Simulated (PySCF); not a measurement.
## State search for InH

Unrestricted PBE0; In def2-TZVPPD with ECP28, H def2-TZVPPD; scalar-relativistic core potentials (PySCF 2.14). Outer shells of the fragments: In 4d10 5s2 5p1; H 1s1.

Followed along the bond (rough minima from three points):

```csv
2Ms+1,unpaired,⟨S²⟩ at the start,R at minimum (Å),Te (eV)
1,none,0.00,1.85,0.00
3,"σ ↑, π ↑",2.01,1.78,1.99
```

Solutions found at the starting distance of 1.710 Å, counted from the lowest of them; the search is not exhaustive and high or unbound solutions are not listed, so other states can lie among these:

| 2Ms+1 | unpaired | term | E (eV) | ⟨S²⟩ | ⟨Lz²⟩ | μ (D) |
| --- | --- | --- | --- | --- | --- | --- |
| 1 | none | ¹Σ⁺ | 0.00 | 0.00 | 0.00 | -0.19 |
| 3 | σ ↑, π ↑ | ³Π | 1.91 | 2.01 | 1.00 | -0.31 |
| 1 | σ ↑, π ↓ | mixed | 2.23 | 1.02 | 1.00 | -0.25 |
| 3 | σ ↑↑ | ³Σ⁺ | 4.79 | 2.01 | 0.00 | 3.86 |
| 3 | π ↑↑ | ³Σ⁻ | 5.32 | 2.11 | 0.00 | -0.63 |
| 1 | π ↑↓ | mixed | 5.70 | 1.00 | 2.01 | -0.73 |

A term symbol is given only where ⟨S²⟩ and ⟨Lz²⟩ are close to those of a pure state; real π, δ and φ orbitals otherwise mix terms. A positive dipole means In(−)H(+).

Compare the gap between the two lowest followed solutions at the starting distance with the gap between their minima.

At PBE0 the second solution (triplet, unpaired electrons σ ↑, π ↑) lies +1.91 eV from the first (singlet, closed shell) at 1.710 Å and +1.99 eV at the minima; the two curves relax by different amounts, since their minima lie near 1.78 and 1.85 Å.

Spin–orbit coupling is left out. Counting both spins, an empty level lies below a filled one in some of these solutions, because spin and occupation are held.
